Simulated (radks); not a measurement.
Trend from N to Bi: ionisation energy by Delta-SCF between NIST ground configurations, and size. Calculated with a radial shooting solver on a logarithmic mesh with Libxc functionals: scalar-relativistic Kohn-Sham, PBE, spin-polarised, spherical densities, point nucleus; open shells are filled with parallel spins first (spin-orbit coupling, left out, can overturn this in heavy ions).

| species | configuration | IE (eV) | NIST (eV) | kind | -e(HOMO) (eV) | outermost | <r> outermost (bohr) | r at 0.001 e/bohr^3 (bohr) |
|---|---|---|---|---|---|---|---|---|
| N | [He] 2s2 2p3 | 14.904 | 14.534 | exp. | 8.299 (2p) | 2p | 1.43 | 3.42 |
| P | [Ne] 3s2 3p3 | 10.538 | 10.487 | exp. | 6.283 (3p) | 3p | 2.33 | 4.22 |
| As | [Ar] 3d10 4s2 4p3 | 9.900 | 9.789 | exp. | 5.920 (4p) | 4p | 2.51 | 4.35 |
| Sb | [Kr] 4d10 5s2 5p3 | 8.968 | 8.608 | exp. | 5.467 (5p) | 5p | 2.88 | 4.66 |
| Bi | [Hg] 6p3 | 8.531 | 7.286 | exp. | 5.179 (6p) | 6p | 3.02 | 4.74 |

Reference values: NIST Atomic Spectra Database (exp. = measured, semi-emp. = semi-empirical, theory = theoretical value adopted there). Open shells are spherical and high-spin; term and fine-structure splittings are not resolved. Spin-orbit splitting is averaged out at the scalar-relativistic level.
